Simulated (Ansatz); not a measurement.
Reaction (silylene formation by 1,1-elimination): `F[SiH](F)O[SiH3]` → H–F + `F[Si]O[SiH3]`

Calculated with Ansatz (gas phase, PBE0-D4/def2-TZVP geometries, no zero-point term in ΔE). CBS: MP2 limit from def2 TZ/QZ plus the TZ coupled-cluster correction, frozen cores. This one scheme is used for every species. DFT in def2-TZVPP. HSE06 is defined as in plane-wave codes. One conformer a species, not always the lowest.

`F[SiH](F)O[SiH3]`:

Cartesian coordinates in Å:
```
F -0.329 0.279 -2.396
Si -0.385 -0.828 -1.268
F 0.901 -1.731 -1.456
O -0.366 -0.142 0.176
Si 0.301 0.810 1.340
H -1.585 -1.646 -1.448
H -0.615 0.801 2.504
H 0.454 2.191 0.822
H 1.624 0.265 1.727
```

H–F:

Cartesian coordinates in Å:
```
F -0.065 -0.243 0.385
H 0.065 0.243 -0.385
```

`F[Si]O[SiH3]`:

Z-matrix (Å, degrees):
```
Si
O 1 1.657
H 1 1.482 2 107.7
H 1 1.483 2 109.7 3 119.6
H 1 1.483 2 109.7 3 -119.6
Si 2 1.630 1 146.4 3 179.5
F 6 1.617 2 101.9 1 -0.0
```

Question: Is it downhill or uphill in electronic energy at CCSD(T)/CBS, and by how much? (Best estimate.)

Answer: The calculation gave: Uphill: ΔE = +304.4 kJ/mol.

Question: What do these levels give: PBE0-D4, HSE06, LC-ωPBE, RPA@PBE/def2-TZVPP, CCSD(T)/def2-SVP, HF/CBS(def2)? (Estimate.)

Answer: Computed: PBE0-D4 301.8, HSE06 298.6, LC-ωPBE 314.8, RPA@PBE/def2-TZVPP 285.9, CCSD(T)/def2-SVP 283.5, HF/CBS(def2) 331.8 kJ/mol.

Largest T1 diagnostic among the species: 0.014.

The D4 term adds +5.4 kJ/mol with B3LYP and +3.0 kJ/mol with PBE0; it sums over pairs of atoms, weighted by their polarisabilities, and B3LYP, whose exchange is more repulsive, gets the larger term. From PBE to PBE0 (25 % exact exchange), in def2-TZVPP and without D4, ΔE moves by +22.3 kJ/mol.

B3LYP here is the variant with VWN-RPA as its local correlation; programs differ in this.
